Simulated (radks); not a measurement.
The numbers below are computed, except where a source is named.
Problem. These are the eigenvalues of the occupied orbitals of an atom or ion with whole-number occupations (Ry). Level of theory: Dirac Kohn-Sham, PBE, spin-unpolarised, spherical densities, point nucleus (a radial shooting solver on a logarithmic mesh with Libxc functionals).

| orbital | eigenvalue |
|---|---|
| 1s1/2 | -2111.907 |
| 2s1/2 | -487.3185 |
| 2p1/2 | -475.9328 |
| 2p3/2 | -461.2434 |

Which element is it, and in what charge state? The configuration may be excited. Open shells, if any, are shared by 2j + 1.

Solution. Z = 47, silver, charge +41: Ag41+ in [He] 2s2 2p2. The list shows which subshells hold electrons but not how many an open one holds; the 1s level, -1056 hartree, gives Z - s = 46.0 by -(Z - s)^2/2, which with screening and relativity narrows Z to a few neighbours, and the depths of the outer levels then fix element, charge and occupations together.
